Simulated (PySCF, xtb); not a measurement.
C4H5F, SMILES C=C/C=C/F.

GFN2-xTB run with xtb at its own geometry gives an orbital gap of 3.70 eV and a dipole moment of 2.00 D.

Coordinates come from a r2SCAN-D4/def2-SVP optimisation. The values are those of a single conformer.

Problem. What does r2SCAN/def2-TZVP run with PySCF give? (Estimate from the structure and the level; the computed values follow.)

Solution. gap 4.19 eV (levels -5.82 and -1.63 eV), dipole 1.02 D.
